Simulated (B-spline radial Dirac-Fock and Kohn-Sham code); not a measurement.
Model: relaxed Dirac-Fock hole states (ΔSCF) with Breit and QED corrections and a finite nucleus. Program: an atomic code on a B-spline grid. Free neutral atoms.

Task: Order these X-ray lines by photon energy, lowest first.
A. Ce Lβ6
B. Lu Lℓ
C. W Lβ15
D. Cs Lα1
E. Ti Kβ3
F. Ba Lβ4

Result: D (4286.8 eV), F (4854.9 eV), E (4930.7 eV), A (5423.9 eV), B (6746.2 eV), C (9945.7 eV).

Values without a named source are computed, but for edge energies of neutral atoms, which are taken from tables.
